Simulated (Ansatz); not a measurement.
Stepwise reaction of `C[Si](N)(N)[SiH3]` with water, as a gas-phase model of exchange steps in deposition or etching. ΔE in kJ/mol.

Isolated molecules relaxed with PBE0-D4/def2-TZVP in Ansatz; ΔE leaves out vibrations. CCSD(T)/CBS adds triple-zeta CCSD(T) − MP2 to the extrapolated MP2 energy (def2 sets, frozen cores). This one scheme is used for every species. DFT in def2-TZVPP. B3LYP here is the variant with VWN-RPA as its local correlation; programs differ in this. One conformer a species, not always the lowest.

```tsv
step	reaction	PBE-D4	B3LYP-D4	ωB97M-V	CCSD(T)/CBS
1	`C[Si](N)(N)[SiH3]` + H₂O → `C[Si](N)(O)[SiH3]` + NH₃	-44.8	-48.4	-48.3	-45.2
2	`C[Si](N)(O)[SiH3]` + H₂O → `C[Si](O)(O)[SiH3]` + NH₃	-38.2	-42.1	-41.7	-39.5
```

**Question.** By hand: ΔE of the 2 steps together at CCSD(T)/CBS.

**Answer.** (-45.2) + (-39.5) = -84.7 kJ/mol, or -42.4 kJ/mol a step.

In ΔE each step is higher than the one before. All are downhill at CCSD(T)/CBS. PBE-D4 differs from CCSD(T)/CBS by 0.4 to 1.3 kJ/mol a step. Isolated molecules leave out the surface, adducts and barriers. Largest T1 diagnostic: 0.012.
